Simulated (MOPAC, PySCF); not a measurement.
BBr3, SMILES `B(Br)(Br)Br`, neutral singlet in the gas phase. 

Cartesian coordinates (Å):
```xyz
4

Br     1.8360    -0.5086    -0.0857
B      0.0000     0.0000     0.0008
Br    -0.4779     1.8462     0.0230
Br    -1.3581    -1.3376     0.0618
```
Charge 0, spin multiplicity 1.

All levels are single points at this geometry (B3LYP-D3(BJ)/def2-TZVP); Pople sets use spherical d functions. Orbital energies aren't observables, and empty levels follow the basis.

SVWN5/6-31G* in PySCF gives HOMO (eV) = -7.12.

**Question.** Estimate the HOMO (eV) from each of these levels: B3LYP-D3(BJ)/def2-TZVP in PySCF; PBE-D3(BJ)/def2-TZVP in PySCF; B3LYP/3-21G in PySCF; B3LYP/6-311+G** (LANL2DZ on Br) in PySCF; B3LYP/LANL2DZ in PySCF; M06-2X/6-31G* in PySCF; HF/3-21G in PySCF; HF/6-31G* in PySCF; AM1 in MOPAC; PM3 in MOPAC; PM6 in MOPAC; PM7 in MOPAC.

**Answer.** 
| level | HOMO (eV) |
|---|---|
| B3LYP-D3(BJ)/def2-TZVP in PySCF | -8.04 |
| PBE-D3(BJ)/def2-TZVP in PySCF | -7.03 |
| B3LYP/3-21G in PySCF | -7.67 |
| B3LYP/6-311+G** (LANL2DZ on Br) in PySCF | -8.04 |
| B3LYP/LANL2DZ in PySCF | -8.11 |
| M06-2X/6-31G* in PySCF | -9.58 |
| HF/3-21G in PySCF | -11.10 |
| HF/6-31G* in PySCF | -11.28 |
| AM1 in MOPAC | -11.33 |
| PM3 in MOPAC | -11.98 |
| PM6 in MOPAC | -10.85 |
| PM7 in MOPAC | -10.62 |
